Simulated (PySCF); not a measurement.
B(OH)(OMe)(NH2) (CH6BNO2), SMILES COB(N)O.

Geometry optimised at PBE0-D3(BJ)/def2-SVP. Other conformers were not sampled.

Two levels are set side by side: PBE/def2-TZVP (PySCF) and HF/def2-TZVP (PySCF). Same geometry, gas phase. Differences are taken from unrounded values.

| quantity | HF | PBE | PBE minus HF |
|---|---|---|---|
| orbital gap (eV) | 14.49 | 5.92 | -8.57 |
| highest occupied level (eV) | -11.42 | -6.17 | 5.26 |
| lowest empty level (eV) | 3.06 | -0.25 | -3.32 |
| dipole moment (D) | 3.57 | 3.25 | -0.32 |
| mean polarisability (bohr³) | 37.6 | 43.4 | 5.8 |

PBE's occupied levels lie high since its potential decays too fast outside the molecule; exact exchange lowers them and widens the gap. PBE's more diffuse valence density responds more strongly to a field. Differences between two approximate levels are no errors against the true value.

Rough cost on one machine, each run with all the roots and properties that it gave: HF against PBE about 1/4.
